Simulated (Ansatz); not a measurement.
Wavefunction ladder for BFH3NO (`NB(O)F`)

Cartesian coordinates in Å:
```
N -0.573 -0.708 -0.214
B 0.467 0.239 -0.227
O 0.669 1.212 0.706
F 1.347 0.199 -1.232
H -0.655 -1.397 -0.940
H -1.283 -0.767 0.491
H 0.027 1.222 1.417
```

Total charge 0; spin multiplicity 1. All single points use the PBE0-D4/def2-TZVP geometry. It is one conformer, not always the lowest. Frozen core, restricted reference, the Gaussian-basis code of Ansatz. CBS rows extrapolate triple and quadruple zeta; past MP2 they add the triple-zeta difference.

```tsv
basis	HF (Eh)	MP2 corr.
def2-SVP	-255.15413	-0.61923
def2-TZVPP	-255.46944	-0.79549
def2-QZVPP	-255.48157	-0.86186
```

Estimate the CCSD correlation energy and the (T) correction in each basis where they were run (hartree).


| basis | CCSD corr. | (T) |
| --- | --- | --- |
| def2-SVP | -0.64053 | -0.01324 |
| def2-TZVPP | -0.80875 | -0.02689 |
| CBS(def2) | -0.92428 | as TZ |
